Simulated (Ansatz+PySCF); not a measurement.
Results of a calculation; reference values are marked as such.
Input for Ansatz (development build ahead of 0.2.0):

```yaml
crystal:
  periodic: [false, false, false]
  atoms:
    - { symbol: Be, position_ang: [0.0, 0.0, 0.0] }
    - { symbol: C, position_ang: [0.95394, 1.27192, 2.7538] }
basis:
  gaussian: { orbitals: STO-3G }
hamiltonian:
  xc: hf
correlation:
  method: fci
  frozen_orbitals: { Be: 0, C: 1 }
```

The input is written out in the form of the current development build from the run's settings.

Output:

```
Converged    : yes
Total energy : -51.55343 hartree
State        : lowest singlet root, of any spatial symmetry
```

Caution: another spin multiplicity may lie lower.
